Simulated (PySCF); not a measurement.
**Ti¹⁰⁺ (titanium, charge +10) across methods**

[Ne] 3s2, closed-shell 1S. Calculation: PySCF 2.14, in an uncontracted even-tempered set (17 s from 0.59 bohr⁻², ratio 2.5; 11 p from 0.76 bohr⁻², ratio 2.5; 5 d from 3.3 bohr⁻², ratio 2.7; 4 f from 5 bohr⁻², ratio 2.7); no relativity, point nucleus.

```json
{"method": "UHF", "E (hartree)": "-811.04072", "mean ε 2s (eV)": "-817.32", "mean ε 2p (eV)": "-719.15", "mean ε 3s (eV)": "-261.44", "Σ⟨r²⟩ (bohr²)": "2.597", "⟨S²⟩": "0.000"}
{"method": "LDA", "E (hartree)": "-809.452", "mean ε 2s (eV)": "-763.52", "mean ε 2p (eV)": "-679.44", "mean ε 3s (eV)": "-252.49", "Σ⟨r²⟩ (bohr²)": "2.588", "⟨S²⟩": "0.000"}
{"method": "PBE0", "E (hartree)": "-811.363", "mean ε 2s (eV)": "-778.64", "mean ε 2p (eV)": "-690.06", "mean ε 3s (eV)": "-254.98", "Σ⟨r²⟩ (bohr²)": "2.588", "⟨S²⟩": "0.000"}
{"method": "PBE", "E (hartree)": "-811.314", "mean ε 2s (eV)": "-765.23", "mean ε 2p (eV)": "-679.84", "mean ε 3s (eV)": "-252.42", "Σ⟨r²⟩ (bohr²)": "2.587", "⟨S²⟩": "0.000"}
{"method": "PBEsol", "E (hartree)": "-810.391", "mean ε 2s (eV)": "-764.34", "mean ε 2p (eV)": "-679.34", "mean ε 3s (eV)": "-252.24", "Σ⟨r²⟩ (bohr²)": "2.588", "⟨S²⟩": "0.000"}
{"method": "r2SCAN", "E (hartree)": "-811.492", "mean ε 2s (eV)": "-772.45", "mean ε 2p (eV)": "-684.32", "mean ε 3s (eV)": "-252.75", "Σ⟨r²⟩ (bohr²)": "2.593", "⟨S²⟩": "0.000"}
{"method": "BLYP", "E (hartree)": "-811.592", "mean ε 2s (eV)": "-765.17", "mean ε 2p (eV)": "-680.05", "mean ε 3s (eV)": "-252.53", "Σ⟨r²⟩ (bohr²)": "2.588", "⟨S²⟩": "0.000"}
```
